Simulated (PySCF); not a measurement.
Estimate the missing entries of this data sheet.

C₁₀H₁₈.
SMILES: `CC(C)(C)[C@H]1[C@H](C1)C1CC1`

Conformer (atom-mapped SMILES and torsion angles): `[CH3:1][C:2]([CH3:3])([CH3:4])[C@@H:5]1[CH2:6][C@@H:7]1[CH:8]1[CH2:9][CH2:10]1`: C1–C2–C5–C6 -89°, C6–C7–C8–C9 10°.

| property | level | value |
| --- | --- | --- |
| point group | PBE0-D3(BJ)/def2-SVP | C1 |
| rotational constants A, B, C | PBE0-D3(BJ)/def2-SVP | 2.368, 0.841, 0.790 GHz |
| dipole moment | KT3/pcSseg-1 | ? |
| HOMO energy | KT3/pcSseg-1 | ? |
| LUMO energy | KT3/pcSseg-1 | ? |
| 13C chemical shifts (computed TMS as zero) by class | GIAO KT3/pcSseg-1 | ? |
| 1H chemical shifts (computed TMS as zero) by class | GIAO KT3/pcSseg-1 | 1.23 (1 H), 1.09 (1 H), 1.01 (9 H), 0.69 (1 H), 0.58 (1 H), 0.32 (1 H), 0.28 (1 H), 0.15 (1 H), 0.13 (1 H), 0.02 (1 H) ppm |

The electronic properties come from PySCF, for the isolated species, density fitting. The structure is a single PBE0-D3(BJ)/def2-SVP conformer in the gas phase; no vibrational or solvent corrections. NMR classes are plain means over equivalent atoms (diastereotopic ones count apart unless rotation or inversion swaps them), as if these changed places fast; in this geometry the members of some classes differ.

What is the dipole moment?

0.10 D.

Give the HOMO energy.

-6.17 eV.

Give the 13C chemical shifts (computed TMS as zero) by class.

33.0 (1 C), 30.7 (1 C), 30.0 (3 C), 21.6 (1 C), 11.2 (1 C), 9.8 (1 C), 9.6 (1 C), 5.5 (1 C) ppm.

Give the LUMO energy.

0.39 eV.

With B = h/(8π²I), that is 505.379 GHz u Å² over I, the principal moments of inertia are 213.5, 600.6 and 639.8 u Å² (most abundant isotopes). The rotational constants make it an asymmetric top with κ = (2B − A − C)/(A − C) = -0.93, nearer the prolate limit (−1).
